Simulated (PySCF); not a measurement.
A side-by-side comparison of computed properties.

First species: C3H10GeOSi.
Numbering: `[CH2:1]=[CH:2][CH2:3][SiH2:4][O:5][GeH3:6]` (hydrogens: H7, H8 on C1; H9 on C2; H10, H11 on C3; H12, H13 on Si4; H14, H15, H16 on Ge6)

Second species: ZrMe2Cl2, C2H6Cl2Zr (singlet state).
Geometry (PBE0-D3(BJ)/def2-SVP, Å), atoms numbered from 1 in this order:
```xyz
11
C2H6Cl2Zr angstrom
Zr    -0.6930    0.0087   -0.5615
C     -0.7381   -0.0490    1.6253
H     -1.7591    0.0535    2.0338
H     -0.1254    0.7759    2.0339
H     -0.3178   -1.0026    1.9940
C      1.4346    0.0154   -1.0471
H      1.6034   -0.0647   -2.1355
H      1.9358   -0.8399   -0.5584
H      1.9113    0.9467   -0.6922
Cl    -1.5570    2.0722   -1.2801
Cl    -1.5965   -2.0018   -1.3814
```

Levels: wB97X-D/def2-SVPD for dipole moment, HOMO energy, LUMO energy, HOMO–LUMO gap and static isotropic polarisability; TDDFT wB97X-D/def2-SVPD for lowest singlet excitation; TDA wB97X-D/def2-SVPD for lowest triplet excitation (Tamm–Dancoff); ΔSCF wB97X-D/def2-SVPD for vertical ionisation energy; PBE0-D3(BJ)/def2-SVP for rotational constant A and rotational constant C. Geometries: PBE0-D3(BJ)/def2-SVP. Each species is one conformer at its optimised geometry, gas phase (atoms past krypton carry core potentials, spin–orbit coupling is left out). Electronic properties by PySCF.

The conformers computed, where there is a choice (atom-mapped SMILES and torsion angles):
- `[CH2:1]=[CH:2][CH2:3][SiH2:4][O:5][GeH3:6]`: C1–C2–C3–Si4 108°, C2–C3–Si4–O5 56°, C3–Si4–O5–Ge6 -166°

Q: Which of the two has the higher HOMO energy, and by how much?

A: The first: -8.89 eV against -10.20 eV, a difference of 1.31 eV.

Q: Which has the higher LUMO energy?

A: The first: 1.47 eV against -0.22 eV, a difference of 1.69 eV.

Q: Which of the two has the higher static isotropic polarisability, and by how much?

A: The first: 97.8 au against 96.4 au, a difference of 1.4 au.

Q: Which of the two has the higher rotational constant C, and by how much?

A: The second: 1.143 GHz against 0.609 GHz, a difference of 0.534 GHz.

Q: Which of the two has the higher HOMO–LUMO gap, and by how much?

A: The first: 10.36 eV against 9.98 eV, a difference of 0.38 eV.

Q: Which has the higher vertical ionisation energy?

A: The second: 10.28 eV against 9.09 eV, a difference of 1.19 eV.

Q: Which of the two has the higher dipole moment, and by how much?

A: The second: 1.84 D against 0.90 D, a difference of 0.94 D.

Q: Which of the two has the higher rotational constant A, and by how much?

A: The first: 4.266 GHz against 2.058 GHz, a difference of 2.208 GHz.

On the first: The 10 singlets span 6.63 to 8.15 eV, and their oscillator strengths add up to 0.70. The calculation is non-relativistic and has no spin–orbit coupling, an omission that weighs most on germanium.

On the second: The dipole matches unit charges of opposite sign 0.38 Å apart (1 e·Å = 4.8032 D). The vertical singlet–triplet gap S1 − T1 is 0.28 eV (TDDFT singlet less Tamm–Dancoff triplet; S1: HOMO→LUMO, weight 0.95; T1: HOMO→LUMO, weight 0.93). Atoms past krypton carry effective core potentials; spin–orbit coupling is left out.
